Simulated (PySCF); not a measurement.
**Dipole moment and polarisability of `[SiH3]SCc1cnsc1`**

Species: C4H7NS2Si.
Structure used (GFN2-xTB), in Å, numbered top down from 1:
```
atom  x, y, z in Å
Si1    2.231   -0.832   -0.204
S2     1.695    0.961    0.842
C3     0.153    1.449   -0.044
C4    -0.918    0.436    0.116
C5    -1.299   -0.510   -0.865
N6    -2.247   -1.341   -0.528
S7    -2.752   -1.064    0.997
C8    -1.668    0.234    1.245
H9     1.255   -1.872    0.099
H10    3.553   -1.121    0.315
H11    2.220   -0.508   -1.627
H12    0.406    1.596   -1.094
H13   -0.129    2.400    0.404
H14   -0.876   -0.583   -1.852
H15   -1.627    0.762    2.176
```

Level: wB97X-D/def2-SVPD (PySCF), static field, nuclei fixed, core orbitals frozen in the response. The polarisability tensor in these axes (au):

```
x   132.26  10.74  -9.93
y    10.74 106.93   5.28
z    -9.93   5.28 104.32
```

Question: Diagonalise the tensor; give its mean and Δα, where Δα² is half the sum of the squared differences of the eigenvalues.

Answer: Principal values 94.60, 110.93 and 137.98 au; mean 114.50 au = 16.97 Å³ = 18.88 × 10⁻⁴⁰ C²·m²/J; Δα = 37.95 au (33 % of the mean).

Question: What is the dipole moment, and where does it point?

Answer: (0.42, 1.16, -0.03) D, 1.23 D in size, pointing from the negative to the positive side. Measured along this direction, the outermost atoms are N6 and S7 at the negative end and H13 at the positive end.

Question: Orientational against electronic polarisability at 250 K (dilute gas, rigid molecules)?

Answer: In Gaussian units μ²/3kT = 14.70 Å³ against 16.97 Å³, a ratio of 0.87; the Debye molar polarisation (4π/3)N_A(α + μ²/3kT) is 79.9 cm³/mol, leaving out the vibrational part.

Question: Find the Langevin capture rate constant for H3O+ (19.018 u) meeting this molecule (160.979 u), k = 2.342 × 10⁻⁹ cm³/s × √(α in Å³ / reduced mass in u).

Answer: The reduced mass is 17.01 u, so k = 2.34 × 10⁻⁹ cm³/s. The formula leaves out the permanent dipole, which adds to the capture rate.

Question: Estimate the molar refractivity from the static electronic polarisability.

Answer: Lorentz–Lorenz: R = (4π/3)N_A α = 2.5225 cm³/(mol·Å³) × 16.97 Å³ = 42.8 cm³/mol, in the limit of long wavelengths.

Isolated species at its GFN2-xTB geometry (one conformer only).
